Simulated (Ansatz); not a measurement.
Ansatz (an electronic-structure program) input (BHLYP/def2-TZVPD):

Ansatz 0.2 input:
```yaml
crystal:
  periodic: [false, false, false]
  atoms:
    - {symbol: Sn, position_ang: [-0.00000000, -0.00000000, -0.99765710]}
    - {symbol: Br, position_ang: [0.00000000, 0.00000000, 1.42522443]}
basis:
  gaussian:
    orbitals: def2-TZVPD
hamiltonian:
  xc: {name: BHLYP}
total_charge: 2
magnetization: {spin_polarized: true, initial_magnetization: 1}
```

End of the output:

```
integrals: 0.05 GiB planned
1038 factors; their error is unknown
mean field: 0.59 GiB planned
mean field evaluation 1: about -75841.7157 eV, gradient 4.0e1 eV
mean field evaluation 2: about -75770.5125 eV, gradient 1.0e2 eV
mean field evaluation 4: about -75851.9165 eV, gradient 5.8e0 eV
mean field evaluation 8: about -75852.1813 eV, gradient 8.9e-2 eV
mean field evaluation 16: about -75852.9861 eV, gradient 3.4e-4 eV
mean field evaluation 32: about -75853.2802 eV, gradient 1.4e-1 eV
mean field -75853.28085480 eV, -2787.5566562134 hartree, gradient 1.4e-6 eV, S^2 0.754074; 4 other end points of the search recorded, 0 dependent functions left out
reference -75853.28098550 eV, -2787.5566610166 hartree; 28, 27 occupied and 85, 86 virtual orbitals, 1038 factors
Total energy: -75853.28098550 eV, -2787.5566610166 hartree
```

This state (charge 2, doublet) is run at the relaxed geometry of the species with charge 1 and multiplicity 1.
